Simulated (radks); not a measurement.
Trend from Rb3+ to Xe3+: ionisation energy by Delta-SCF between NIST ground configurations, and size. Calculated with a radial shooting solver on a logarithmic mesh with Libxc functionals: scalar-relativistic Kohn-Sham, LDA (Slater exchange, Perdew-Wang correlation), spin-polarised, spherical densities, finite nucleus; open shells are filled with parallel spins first (spin-orbit coupling, left out, can overturn this in heavy ions); Fermi nuclear charge, rms radius of each element as measured or else 0.836 A^(1/3) + 0.57 fm.

| species | configuration | IE (eV) | NIST (eV) | kind | -e(HOMO) (eV) |
|---|---|---|---|---|---|
| Rb3+ | [Ar] 3d10 4s2 4p4 | 52.247 | 52.2 | semi-emp. | 45.846 (4p) |
| Sr3+ | [Ar] 3d10 4s2 4p5 | 56.682 | 56.280 | semi-emp. | 49.838 (4p) |
| Zr3+ | [Kr] 4d1 | 34.573 | 34.418 | exp. | 28.735 (4d) |
| Nb3+ | [Kr] 4d2 | 37.624 | 37.61 | exp. | 31.440 (4d) |
| Mo3+ | [Kr] 4d3 | 40.528 | 40.3 | semi-emp. | 34.021 (4d) |
| Tc3+ | [Kr] 4d4 | 43.335 | 41 | theory | 36.517 (4d) |
| Ru3+ | [Kr] 4d5 | 46.070 | 45 | theory | 38.952 (4d) |
| Rh3+ | [Kr] 4d6 | 45.062 | 42 | theory | 38.000 (4d) |
| Pd3+ | [Kr] 4d7 | 48.026 | 46 | theory | 40.635 (4d) |
| Ag3+ | [Kr] 4d8 | 50.890 | 49 | theory | 43.188 (4d) |
| Cd3+ | [Kr] 4d9 | 53.682 | 51 | theory | 45.682 (4d) |
| In3+ | [Kr] 4d10 | 56.421 | 55.45 | exp. | 48.132 (4d) |
| Sn3+ | [Kr] 4d10 5s1 | 41.828 | 40.74 | exp. | 36.929 (5s) |
| Sb3+ | [Kr] 4d10 5s2 | 44.508 | 43.80 | exp. | 39.394 (5s) |
| Te3+ | [Kr] 4d10 5s2 5p1 | 37.121 | 37.416 | exp. | 32.380 (5p) |
| I3+ | [Kr] 4d10 5s2 5p2 | 40.373 | 40.36 | exp. | 35.307 (5p) |
| Xe3+ | [Kr] 4d10 5s2 5p3 | 43.488 | 42.2 | exp. | 38.148 (5p) |

Reference values: NIST Atomic Spectra Database (exp. = measured, semi-emp. = semi-empirical, theory = theoretical value adopted there). Open shells are spherical and high-spin; term and fine-structure splittings are not resolved. Spin-orbit splitting is averaged out at the scalar-relativistic level.
